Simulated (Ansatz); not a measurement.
Born–Oppenheimer molecular dynamics of BClH₇NSi (11 atoms, charge 0, multiplicity 1). It starts at the highest image of a converged band. Of that band: Beside the main top the profile has a ripple of under 15 meV (maxima at images 2, 5), which may be a very shallow well or noise. A vibrational analysis at the climbing image gives one clearly imaginary mode, 1085i cm⁻¹: a first-order saddle point.

Theory: Ansatz, RKS B3LYP-D4/def2-SVP.

```json
{
  "ensemble": "NVE (velocity Verlet)",
  "time step": "0.5 fs",
  "steps asked": "200",
  "starting velocities drawn for": "300 K",
  "seed": "11524"
}
```

Frames 1 fs apart, positions in Å, forces in eV/Å.

Velocities at 80 fs (Å/ps):

```
B 1.56 -8.39 -6.49
Cl -3.56 10.27 3.98
H 2.29 -13.38 0.65
H 4.01 -20.79 5.65
N 5.72 -11.06 -4.23
H 3.70 -16.55 -7.07
Si 1.25 -3.74 -0.09
H 3.25 -4.75 18.25
H -12.81 10.62 -12.23
H -8.47 5.45 0.54
H 2.16 26.07 -14.91
```

```xyz
11
Properties=species:S:1:pos:R:3:forces:R:3 time_fs=80 energy_less_start_eV=-0.255 T=520
B 0.291 -1.268 -0.224 -0.64 0.05 -0.31
Cl -0.847 1.711 1.619 -0.04 -0.05 -0.16
H 1.306 -0.703 -0.375 0.69 0.47 -0.17
H -0.702 -1.067 -0.858 -0.09 0.25 -0.42
N 0.174 -2.250 0.751 -1.03 -0.47 -0.23
H -0.764 -2.651 0.796 0.25 -0.19 0.18
Si 1.321 -2.569 1.983 2.45 -0.11 0.73
H 2.482 -3.592 1.714 -1.22 0.30 0.04
H 2.154 -1.337 2.162 -0.25 0.04 0.04
H 0.634 -2.846 3.258 -0.18 -0.29 0.16
H -0.527 1.890 2.851 0.06 0.00 0.13
11
Properties=species:S:1:pos:R:3:forces:R:3 time_fs=81 energy_less_start_eV=-0.255 T=520
B 0.292 -1.277 -0.230 -0.43 -0.11 -0.07
Cl -0.850 1.722 1.623 -0.15 -0.12 -0.57
H 1.311 -0.714 -0.375 0.63 0.47 -0.19
H -0.699 -1.087 -0.854 -0.25 0.32 -0.56
N 0.179 -2.261 0.747 -1.14 -0.46 -0.33
H -0.759 -2.668 0.790 0.35 -0.14 0.18
Si 1.322 -2.573 1.983 2.33 -0.01 0.84
H 2.479 -3.595 1.732 -1.16 0.27 0.01
H 2.140 -1.327 2.150 -0.22 -0.02 0.06
H 0.625 -2.842 3.259 -0.13 -0.27 0.10
H -0.525 1.916 2.837 0.17 0.06 0.55
11
Properties=species:S:1:pos:R:3:forces:R:3 time_fs=82 energy_less_start_eV=-0.277 T=539
B 0.293 -1.285 -0.237 -0.15 -0.15 0.08
Cl -0.854 1.732 1.626 -0.22 -0.17 -0.81
H 1.323 -0.720 -0.377 0.39 0.37 -0.18
H -0.698 -1.103 -0.856 -0.31 0.36 -0.63
N 0.184 -2.272 0.742 -1.10 -0.39 -0.42
H -0.750 -2.687 0.785 0.32 -0.13 0.16
Si 1.325 -2.577 1.983 2.05 0.14 0.96
H 2.465 -3.596 1.751 -0.98 0.16 -0.03
H 2.124 -1.316 2.138 -0.18 -0.07 0.08
H 0.614 -2.840 3.261 -0.06 -0.24 0.01
H -0.521 1.943 2.829 0.24 0.11 0.79
11
Properties=species:S:1:pos:R:3:forces:R:3 time_fs=83 energy_less_start_eV=-0.314 T=570
B 0.294 -1.294 -0.243 0.10 -0.11 0.13
Cl -0.858 1.742 1.630 -0.22 -0.17 -0.77
H 1.338 -0.723 -0.381 0.06 0.21 -0.14
H -0.700 -1.116 -0.864 -0.26 0.36 -0.60
N 0.188 -2.284 0.737 -0.91 -0.27 -0.50
H -0.739 -2.707 0.782 0.18 -0.16 0.14
Si 1.328 -2.580 1.984 1.63 0.36 1.08
H 2.442 -3.595 1.769 -0.70 -0.03 -0.09
H 2.106 -1.306 2.128 -0.13 -0.10 0.10
H 0.603 -2.841 3.264 0.01 -0.20 -0.09
H -0.514 1.971 2.828 0.24 0.12 0.74
11
Properties=species:S:1:pos:R:3:forces:R:3 time_fs=84 energy_less_start_eV=-0.347 T=598
B 0.294 -1.302 -0.250 0.24 -0.04 0.10
Cl -0.861 1.752 1.633 -0.14 -0.12 -0.46
H 1.354 -0.725 -0.386 -0.28 0.04 -0.10
H -0.704 -1.126 -0.877 -0.09 0.33 -0.49
N 0.191 -2.296 0.732 -0.65 -0.12 -0.55
H -0.726 -2.728 0.781 -0.03 -0.22 0.11
Si 1.332 -2.584 1.985 1.09 0.64 1.17
H 2.413 -3.595 1.786 -0.32 -0.29 -0.16
H 2.087 -1.297 2.118 -0.06 -0.12 0.13
H 0.592 -2.844 3.265 0.08 -0.16 -0.18
H -0.506 2.000 2.833 0.15 0.07 0.44
11
Properties=species:S:1:pos:R:3:forces:R:3 time_fs=85 energy_less_start_eV=-0.357 T=608
B 0.295 -1.311 -0.256 0.25 0.03 0.01
Cl -0.865 1.762 1.637 -0.01 -0.04 -0.03
H 1.367 -0.725 -0.392 -0.55 -0.10 -0.06
H -0.709 -1.132 -0.896 0.14 0.27 -0.33
N 0.194 -2.308 0.727 -0.40 0.02 -0.57
H -0.713 -2.752 0.780 -0.20 -0.25 0.08
Si 1.336 -2.587 1.986 0.48 0.94 1.21
H 2.380 -3.598 1.802 0.10 -0.60 -0.23
H 2.068 -1.289 2.109 0.03 -0.12 0.15
H 0.582 -2.848 3.265 0.14 -0.11 -0.24
H -0.496 2.029 2.843 0.02 -0.02 0.01
11
Properties=species:S:1:pos:R:3:forces:R:3 time_fs=86 energy_less_start_eV=-0.348 T=599
B 0.297 -1.320 -0.263 0.15 0.05 -0.10
Cl -0.869 1.772 1.640 0.12 0.06 0.37
H 1.375 -0.727 -0.398 -0.70 -0.20 -0.02
H -0.713 -1.136 -0.917 0.37 0.20 -0.14
N 0.196 -2.320 0.721 -0.25 0.11 -0.56
H -0.702 -2.778 0.780 -0.26 -0.23 0.03
Si 1.340 -2.590 1.988 -0.09 1.20 1.19
H 2.349 -3.606 1.815 0.48 -0.88 -0.29
H 2.048 -1.282 2.102 0.12 -0.12 0.18
H 0.573 -2.853 3.262 0.17 -0.08 -0.26
H -0.485 2.058 2.853 -0.10 -0.12 -0.40
11
Properties=species:S:1:pos:R:3:forces:R:3 time_fs=87 energy_less_start_eV=-0.336 T=590
B 0.298 -1.329 -0.269 -0.03 0.03 -0.18
Cl -0.873 1.783 1.643 0.22 0.13 0.65
H 1.376 -0.730 -0.405 -0.73 -0.23 0.02
H -0.713 -1.138 -0.940 0.54 0.12 0.02
N 0.198 -2.332 0.714 -0.22 0.12 -0.53
H -0.694 -2.806 0.781 -0.19 -0.14 -0.03
Si 1.344 -2.593 1.990 -0.52 1.33 1.08
H 2.322 -3.622 1.826 0.73 -1.02 -0.31
H 2.030 -1.277 2.097 0.21 -0.11 0.19
H 0.565 -2.859 3.257 0.18 -0.04 -0.24
H -0.476 2.087 2.859 -0.20 -0.19 -0.67
11
Properties=species:S:1:pos:R:3:forces:R:3 time_fs=88 energy_less_start_eV=-0.343 T=596
B 0.300 -1.337 -0.276 -0.24 -0.05 -0.22
Cl -0.876 1.793 1.647 0.26 0.16 0.74
H 1.371 -0.736 -0.412 -0.63 -0.20 0.04
H -0.708 -1.139 -0.963 0.63 0.05 0.14
N 0.201 -2.344 0.708 -0.27 0.08 -0.46
H -0.687 -2.836 0.781 -0.02 0.00 -0.10
Si 1.348 -2.595 1.993 -0.73 1.24 0.89
H 2.301 -3.648 1.834 0.78 -0.96 -0.30
H 2.014 -1.272 2.094 0.30 -0.10 0.20
H 0.560 -2.866 3.250 0.17 -0.02 -0.18
H -0.469 2.113 2.859 -0.24 -0.22 -0.76
11
Properties=species:S:1:pos:R:3:forces:R:3 time_fs=89 energy_less_start_eV=-0.368 T=617
B 0.301 -1.346 -0.283 -0.45 -0.19 -0.21
Cl -0.880 1.803 1.650 0.23 0.14 0.64
H 1.359 -0.744 -0.418 -0.42 -0.10 0.06
H -0.697 -1.139 -0.984 0.62 -0.01 0.21
N 0.203 -2.356 0.701 -0.32 0.04 -0.37
H -0.680 -2.865 0.780 0.14 0.15 -0.16
Si 1.352 -2.597 1.996 -0.73 0.94 0.63
H 2.288 -3.684 1.839 0.63 -0.68 -0.25
H 2.001 -1.268 2.092 0.38 -0.09 0.21
H 0.556 -2.872 3.241 0.13 0.00 -0.09
H -0.463 2.137 2.852 -0.21 -0.21 -0.66
11
Properties=species:S:1:pos:R:3:forces:R:3 time_fs=90 energy_less_start_eV=-0.393 T=638
B 0.302 -1.355 -0.290 -0.63 -0.37 -0.13
Cl -0.883 1.813 1.654 0.14 0.07 0.36
H 1.343 -0.752 -0.423 -0.13 0.03 0.07
H -0.681 -1.140 -1.003 0.50 -0.05 0.21
N 0.204 -2.368 0.694 -0.29 0.02 -0.27
H -0.673 -2.893 0.778 0.24 0.26 -0.21
Si 1.356 -2.598 1.999 -0.61 0.50 0.32
H 2.282 -3.725 1.842 0.38 -0.25 -0.18
H 1.992 -1.266 2.092 0.44 -0.09 0.21
H 0.553 -2.879 3.231 0.09 0.01 0.01
H -0.460 2.159 2.838 -0.12 -0.13 -0.39
11
Properties=species:S:1:pos:R:3:forces:R:3 time_fs=91 energy_less_start_eV=-0.396 T=641
B 0.302 -1.364 -0.297 -0.74 -0.56 0.00
Cl -0.887 1.823 1.658 0.00 -0.04 -0.03
H 1.326 -0.760 -0.428 0.19 0.18 0.08
H -0.659 -1.141 -1.020 0.30 -0.09 0.15
N 0.206 -2.380 0.686 -0.16 0.08 -0.17
H -0.662 -2.919 0.774 0.23 0.29 -0.24
Si 1.359 -2.600 2.002 -0.45 0.04 0.00
H 2.278 -3.769 1.843 0.11 0.21 -0.11
H 1.986 -1.264 2.095 0.48 -0.11 0.20
H 0.551 -2.885 3.221 0.03 0.02 0.13
H -0.458 2.180 2.821 0.02 -0.02 0.01
```

Of the whole run (100 fs, mean temperature of the second half 601 K): The conserved energy stayed within 0.12 meV per atom of its start (net change 0.062 meV per atom), so the integration is sound. The kinetic energy rose, since the run started high on the potential surface and went downhill. It ends in pieces (BH6NSi + ClH), so much of that is their flight and rotation, not heat. A run of 0.1 ps of so small a system gives no equilibrium averages. The orbitals stay closed-shell, which can raise the energy where a bond breaks towards radicals; this wasn't checked here.

The run took 6.5 min on 2 threads of Arm Neoverse V2, on a shared host, peak memory 0.2 GiB.
